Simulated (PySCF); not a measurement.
WSCl₄, SMILES [S]=[W]([Cl])([Cl])([Cl])[Cl], multiplicity 1.

Geometry optimised at r2SCAN-D4/def2-SVP. The multiplicity is an assumed one; other spin states were not compared. The isomer is the one that the SMILES or the coordinates give; other isomers of the formula were not compared. The def2 effective core potentials stand for the cores of W; spin–orbit coupling is left out.

All values below come from r2SCAN-D4/def2-SVP in PySCF.

Frequencies are harmonic and unscaled.

Modes within 1.5 cm⁻¹ of each other (mostly degenerate sets) share a row, with their intensities summed.

Computed normal modes with their intensities:
```
mode   ν (cm⁻¹)  IR (km/mol)  Raman (Å⁴/amu)  depolarisation  moving atoms (share of kinetic energy)
-----  --------  -----------  --------------  --------------  --------------------------------------
1–2          58          7.5             3.9            0.75                         Cl 80 %, S 19 %
3–4         138          9.0             3.0            0.75                 Cl 55 %, W 27 %, S 18 %
5           192          3.1             0.4            0.72                         Cl 71 %, W 24 %
6–7         208          0.2            14.6            0.75                         Cl 72 %, S 28 %
8           312         43.5            10.4            0.53                                 Cl 93 %
9           393         16.1            20.4            0.01                                 Cl 96 %
10–11       403        136.3             4.4            0.75                         Cl 79 %, W 21 %
12          524         56.2            30.2            0.15                          S 86 %, W 13 %
```
